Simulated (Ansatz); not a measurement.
Geometry optimisation, Ansatz 0.2.0, RKS PBE0-D4/def2-SVPD.

input.yaml

```yaml
crystal:
  periodic: [false, false, false]
  atoms:
    - { symbol: "N", position_ang: [-0.0694, 1.6201, -0.4394] }
    - { symbol: B, position_ang: [0.3781, 0.2249, -0.3699] }
    - { symbol: O, position_ang: [1.5348, -0.1692, -1.1362] }
    - { symbol: Si, position_ang: [-0.4662, -1.0793, 0.7239] }
    - { symbol: H, position_ang: [0.66229, 2.18747, -1.01822] }
    - { symbol: H, position_ang: [-0.00875, 2.0963, 0.53333] }
    - { symbol: H, position_ang: [2.3511, -0.0013, -0.5016] }
    - { symbol: H, position_ang: [-0.9625, -2.1788, -0.1315] }
    - { symbol: H, position_ang: [-1.6925, -0.4498, 1.4309] }
    - { symbol: H, position_ang: [0.3875, -1.6072, 1.769] }
basis:
  gaussian: { orbitals: def2-SVPD }
hamiltonian:
  xc: pbe0
  dispersion: d4
relax:
  f_tol: 0.015
  max_steps: 40
```

Run as:

```bash
$ ansatz run input.yaml --threads 2 --pin off --max-ram 3072MiB --backend cpu --events-out ev --progress --plain --runs-dir out
```

Problem. Where does it end, and by what steps?

Solution. It converged. The force dipped under the threshold on the way, but the program's further checks kept it going. After 15 steps the energy has fallen by 1.589 eV; H7 moved furthest, 0.94 Å.

```tsv
step	energy less start (eV)	largest force component (eV/Å)	accepted
0	0.0000	3.210	yes
1	-0.6903	2.086	yes
2	-0.9243	2.899	yes
3	-1.1680	0.855	yes
4	-1.2991	0.692	yes
5	-1.4448	0.881	yes
6	-1.5615	0.666	yes
7	-1.5872	0.096	yes
8	-1.5885	0.018	yes
9	-1.5886	0.019	yes
10	-1.5887	0.003	yes
11	-1.5888	0.041	yes
12	-1.5889	0.019	yes
13	-1.5889	0.009	yes
14	-1.5889	0.011	yes
15	-1.5889	0.009	yes
```

```xyz
10
Properties=species:S:1:pos:R:3
N 0.159 1.717 -0.306
B 0.618 0.392 -0.266
O 1.775 0.113 -0.956
Si -0.415 -1.021 0.779
H 0.651 2.438 -0.817
H -0.675 2.032 0.162
H 2.065 -0.798 -0.911
H -0.862 -2.142 -0.110
H -1.634 -0.449 1.437
H 0.433 -1.639 1.850
```

Time of the run: 49 s on 2 threads of Intel(R) Xeon(R) Platinum 8375C CPU @ 2.90GHz (Ice Lake), on a shared host, peak memory 0.32 GiB.
